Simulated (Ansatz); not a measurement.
`B[SiH](F)Br` and `C[SiH](F)Br` differ in one atom or group.

Ansatz, PBE0-D4/def2-TZVP geometries, multiplicity 1. 

Scalar relativity is left out up to krypton.

```json
{"property": "LUMO energy (ωB97M-V/def2-TZVPP) / eV", "`B[SiH](F)Br`": "-0.11"}
{"property": "HOMO–LUMO gap (PBE0/def2-TZVPP) / eV", "`B[SiH](F)Br`": "6.28"}
{"property": "size of the dipole moment (PBE/def2-TZVPP) / D", "`B[SiH](F)Br`": "1.04"}
{"property": "HOMO energy (PBE0/def2-TZVPP) / eV", "`B[SiH](F)Br`": "-8.28"}
{"property": "size of the dipole moment (ωB97M-V/def2-TZVPP) / D", "`B[SiH](F)Br`": "1.36"}
{"property": "size of the dipole moment (B3LYP/def2-TZVPP) / D", "`B[SiH](F)Br`": "1.28"}
```

(1) What does the change do to each property? (Best estimate.)

Answers

(1) Ansatz gave: 
```json
{"property": "LUMO energy (ωB97M-V/def2-TZVPP) / eV", "`C[SiH](F)Br`": "2.30", "shift": "2.41"}
{"property": "HOMO–LUMO gap (PBE0/def2-TZVPP) / eV", "`C[SiH](F)Br`": "9.00", "shift": "2.72"}
{"property": "size of the dipole moment (PBE/def2-TZVPP) / D", "`C[SiH](F)Br`": "2.04", "shift": "1.00"}
{"property": "HOMO energy (PBE0/def2-TZVPP) / eV", "`C[SiH](F)Br`": "-8.50", "shift": "-0.22"}
{"property": "size of the dipole moment (ωB97M-V/def2-TZVPP) / D", "`C[SiH](F)Br`": "2.11", "shift": "0.75"}
{"property": "size of the dipole moment (B3LYP/def2-TZVPP) / D", "`C[SiH](F)Br`": "2.10", "shift": "0.82"}
```

With PBE0 the HOMO falls by 0.22 eV and the LUMO rises by 2.51 eV, so the gap widens by about 2.73 eV. PBE moves the HOMO by -0.12 eV and ωB97M-V by -0.32 eV. The zero-point energy changes by 42.9 kJ/mol with +3 modes. Dipoles are sizes alone; their direction can turn.

B3LYP here is the variant with VWN-RPA as its local correlation; programs differ in this.

Spin–orbit coupling is left out; it splits and shifts lone-pair levels of the heavy atoms by tenths of an eV.
